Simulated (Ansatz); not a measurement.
Input for Ansatz (development build ahead of 0.2.0):

```yaml
crystal:
  periodic: [false, false, false]
  atoms:
    - { symbol: Re, position_ang: [0.0, 0.0, 0.0] }
    - { symbol: S, position_ang: [0.0, 0.0, 2.19] }
basis:
  gaussian: { orbitals: def2-TZVPP }
magnetization:
  spin_polarized: true
  initial_magnetization: 5
hamiltonian:
  xc: hf
```

The input is written out in the form of the current development build from the run's settings. The basis set brings a core potential for Re, so the total leaves out those core electrons.

The run gave:

```
Converged                       : yes
Total energy                    : -475.09339 hartree
Spin squared of the determinant : 8.991
Stability test                  : minimum
```

Caution: other spin multiplicities were not run; the unrestricted determinant is spin contaminated.
